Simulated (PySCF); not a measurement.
# UHF on S⁻ (sulfur, charge -1)

Configuration: [Ne] 3s2 3p5, 2P determinant. Computed with PySCF 2.14 in dyall-av2z (13s9p2d, 50 functions), with the non-relativistic Hamiltonian (point nucleus).

```json
{
 "Total energy": "-397.532552 hartree",
 "One-electron energy": "-554.4822 hartree",
 "Hartree (Coulomb) energy": "182.1379 hartree",
 "Exchange energy": "-25.1883 hartree",
 "Kinetic energy": "397.51062 hartree",
 "⟨S²⟩": "0.7605",
 "⟨L²⟩": "2.038",
 "Sum of ⟨r⟩": "18.99 bohr",
 "Sum of ⟨r²⟩": "43.36 bohr²",
 "Traceless quadrupole moment −½Σ⟨3z² − r²⟩ along its main axis": "3.30 e·bohr²",
 "Density at the nucleus (Gaussians lack the cusp)": "2610 bohr⁻³",
 "Spin density at the nucleus": "0.0185 bohr⁻³",
 "Langevin diamagnetic susceptibility": "-34.3 ×10⁻⁶ cm³/mol"
}
```

```tsv
shell	electrons	mean orbital energy (eV)	spread (eV)	rms radius, mean of both spins (bohr)
1s α	1	-2494.8	0	0.113
1s β	1	-2494.6	0	0.113
2s α	1	-236.27	0	0.518
2s β	1	-236.02	0	0.518
2p α	3	-173.23	0.500	0.492
2p β	3	-172.79	0.371	0.492
3s α	1	-17.303	0	1.93
3s β	1	-14.434	0	1.93
3p α	3	-3.509	1.753	2.60
3p β	2	-2.267	0	2.60
```

Spin-orbit constants ζ (cm⁻¹) from the X2C one-electron operator on these orbitals (non-relativistic here): bare nucleus, nucleus screened by l(l+1)(2l+1)/3 electrons, and screened by the Breit-Pauli mean field of the electrons.

```tsv
shell	bare	screened nucleus	mean field
2p	7349	6431	6006
3p	395.1	345.7	317.1
```

To first order the Landé constant is A = -317.1 cm⁻¹, so the lowest level has J = 3/2 and lies 0.0197 eV below the centre of the term.
